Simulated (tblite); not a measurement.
C4H4FO2 (doublet state).
Geometry (GFN2-xTB, Å), atoms numbered from 1 in this order:
```
atom  x, y, z in Å
C1    -1.7240    0.4118   -0.3948
C2    -0.4452    0.4982    0.3308
O3    -0.1679   -0.0256    1.5641
C4     0.6638   -0.4368    0.5063
F5     0.4668   -1.7423    0.1521
C6     2.1005   -0.0439    0.4753
O7     2.5163    1.0249    0.8116
H8    -2.4780    0.9907    0.1344
H9    -1.6040    0.8056   -1.4011
H10   -2.0652   -0.6282   -0.4598
H11    2.7423   -0.8517    0.0793
```

Method: GFN2-xTB as coded in tblite; computed harmonic values from a numerical Hessian at the method's own geometry, unscaled. Errors from tens to a few hundred cm⁻¹ against measured bands are possible. One conformer, not necessarily the lowest. Open shells enter through the occupations alone, without spin polarisation, and single modes of such species can be off by tens of per cent.

Harmonic wavenumbers (cm⁻¹): 98.4, 99.7, 155.2, 192.9, 219.3, 402.7, 422.1, 490.8, 606.1, 746.2, 792.2, 913.3, 994.6, 1030.0, 1082.6, 1090.2, 1164.2, 1342.4, 1366.1, 1419.8, 1439.2, 1514.4, 1789.6, 2804.1, 2907.3, 3034.7, 3042.9.

A = 4470, B = 2147, C = 1752 MHz; mass 103.020 u (most abundant isotopes); point group C1, symmetry number 1; spin multiplicity 2.

**Question.** Zero-point energy?

**Answer.** Half the sum of the wavenumbers: 15580 cm⁻¹ = 186.38 kJ/mol.

**Question.** Give the ideal-gas entropy at 500 K and 1 bar in the rigid-rotor, harmonic-oscillator model (classical rotation).

**Answer.** Translation 177.41, rotation 120.88, vibration 124.71, spin (R ln 2) 5.76: S = 428.8 J/(mol K).

**Question.** And Cp and H(500 K) − H(0)?

**Answer.** Cp = 152.37 J/(mol K), of which vibrations give 119.11 (their classical limit is 27 R = 224.5); H(500 K) − H(0) = 48.80 kJ/mol without the zero-point energy, 32.17 from vibrations.

**Question.** Blend soft modes into free rotors: weight 1/[1 + (100 cm⁻¹/ν̃)⁴] for the oscillator and the rest for a rotor with moment μB/(μ + B), μ = h/(8π²ν), B = 10⁻⁴⁴ kg m². What vibrational entropy results?

**Answer.** 119.38 J/(mol K) in place of 124.71, which changes −T·S at 500 K by +2.66 kJ/mol.

**Question.** Which modes carry the vibrational entropy at 500 K?

**Answer.** 98.4 cm⁻¹: 18.83; 99.7 cm⁻¹: 18.72; 155.2 cm⁻¹: 15.09; 192.9 cm⁻¹: 13.31; 219.3 cm⁻¹: 12.28; 402.7 cm⁻¹: 7.54 J/(mol K); the other 21 give 38.93 together.

**Question.** What must be added to the electronic energy to get the Gibbs energy at 500 K and 1 bar?

**Answer.** ZPE + [H(500 K) − H(0)] − T·S = 186.38 + 48.80 − 214.38 = 20.80 kJ/mol.

**Question.** How do the functions run with temperature in this model?

**Answer.** 
| T (K) | S (J/(mol K)) | Cp (J/(mol K)) | H − H(0) (kJ/mol) | G − H(0) (kJ/mol) | ln q(vib) |
| --- | --- | --- | --- | --- | --- |
| 50 | 232.2 | 45.6 | 1.84 | -9.77 | 0.14 |
| 100 | 269.8 | 63.4 | 4.60 | -22.37 | 0.78 |
| 298.15 | 361.0 | 111.1 | 21.99 | -85.65 | 4.05 |
| 373.15 | 387.8 | 127.9 | 30.96 | -113.74 | 5.26 |
| 750 | 497.4 | 185.8 | 91.42 | -281.65 | 10.98 |
| 1000 | 553.9 | 206.6 | 140.66 | -413.28 | 14.37 |

q(vib) and H(0) count from the zero-point level.

Hindered rotation and anharmonicity are outside this model. Other conformers, if any are populated, would add a mixing term that is left out. The structure is chiral; the term R ln 2 for an equal mix with its mirror image is left out.
